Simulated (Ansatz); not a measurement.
# Reading a saddle point

A first-order saddle point of BH$_{5}$SeO, singlet, PBE0-D4/def2-TZVP, with one imaginary mode of 1099i cm⁻¹:

```xyz
8
angstrom
B -0.1327 -0.7014 -0.2703
O 0.1894 0.4994 -1.1227
H 0.7921 -1.4410 -0.1127
H -1.2353 -1.1468 -0.4280
H 0.0448 1.1084 0.0923
Se -0.2716 0.5181 1.6088
H -0.5438 0.7207 -1.7046
H 1.1573 0.4424 1.9371
```

Ansatz 0.2.0; basis: def2-TZVPP and def2-QZVPP; cores frozen in the correlated methods. Filled d shells of the heavier atoms are correlated. The def2 sets are not built for correlating such inner shells, so the correlated values are less sure here. Extrapolation: Hartree–Fock as exp(−7.88 √X), correlation as X^−2.97.

Q: Which contacts change along the imaginary mode, and what lies on either side? (A judgement: the text doesn't fix the answer.)

A: Computed: The step is BH₃O ([BH2][OH]) + H₂Se → BH₃Se ([BH2][SeH]) + H₂O (still joined by a long B–O bond), with the molecules in contact on both sides. Shortening one way: B1–Se6, O2–H5; lengthening the same way: B1–O2, H5–Se6.
```tsv
pair	one side (Å)	saddle (Å)	other side (Å)
B1–Se6	3.18	2.24	2.02
O2–H5	3.57	1.37	0.97
B1–O2	1.35	1.51	1.69
H5–Se6	1.47	1.66	2.55
```

Q: Which side is lower, and how far does the saddle lie above each? (An estimate is asked for; the value comes from the calculation.)

A: By the calculation: The side with B1–O2, H5–Se6 short is lower by 24.3 kJ/mol; the saddle lies 95.6 kJ/mol above it and 71.4 kJ/mol above the other (CCSD(T) at an estimated basis limit (MP2 extrapolated from triple and quadruple zeta, plus CCSD(T) − MP2 in triple zeta); electronic energies).

No T1 diagnostic of these runs exceeds 0.012.

Labels in which every atom is bracketed show which atoms are joined, not bond orders.

For scale, one of the runs: CCSD(T)/def2-TZVPP, 180 basis functions, launched by `ansatz run in.yaml --threads 4 --pin off --events-out ev --progress --plain --max-ram 9574MiB`. Time: 44 s of wall clock on 4 CPU threads of an Arm Neoverse V1; the host was shared. Peak host memory: 1.8 GiB.
